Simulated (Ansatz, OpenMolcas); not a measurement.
C3H12GaN (SMILES C[Ga-](C)(C)[NH3+]): the vertical ionisation energy, rung by rung

C3H12GaN: 17 atoms, total charge 0, spin state singlet. As SMILES, `C[Ga-](C)(C)[NH3+]`. Geometry: relaxed at PBE0-D4/def2-TZVP.

Quantity: the vertical ionisation energy (to the doublet cation), in eV. The values are calculated.

```tsv
level	kind	program	value (eV)	less CCSD(T)/6-31G*	CPU time (all runs)
HF/6-31G* (spherical functions)	Hartree–Fock	OpenMolcas	7.99	-0.42	64 s
SVWN5/6-31G* (spherical functions)	LDA	Ansatz	8.27	-0.14	52 s
BLYP/6-31G* (spherical functions)	GGA	Ansatz	7.94	-0.47	1.9 min
PBE/6-31G* (spherical functions)	GGA	OpenMolcas	8.12	-0.29	6.8 min
r2SCAN/6-31G* (spherical functions)	meta-GGA	OpenMolcas	8.27	-0.14	8.1 min
B3LYP/6-31G* (Cartesian functions)	global hybrid	Ansatz	8.38	-0.03	3.4 min
CAM-B3LYP/6-31G* (spherical functions)	range-separated hybrid	Ansatz	8.60	+0.19	4.3 min
MP2/6-31G* (spherical functions)	perturbation theory	Ansatz	8.55	+0.14	52 s
CCSD(T)/6-31G* (spherical functions)	coupled cluster or CI	Ansatz	8.41	0.00	14 min
CCSD/6-31G* (spherical functions)	coupled cluster or CI	Ansatz	8.44	+0.03	9.4 min
```

Differences are taken from CCSD(T)/6-31G* (spherical functions) for orientation; it has basis-set and higher-order errors of its own. All-electron rows without a relativistic Hamiltonian named are non-relativistic. The values span 7.94 to 8.60 eV. In the correlated wave-function rows the outer d shell of Ga is correlated, in sets not made for it. CPU times are rough (shared hosts, several kinds of processor and program).
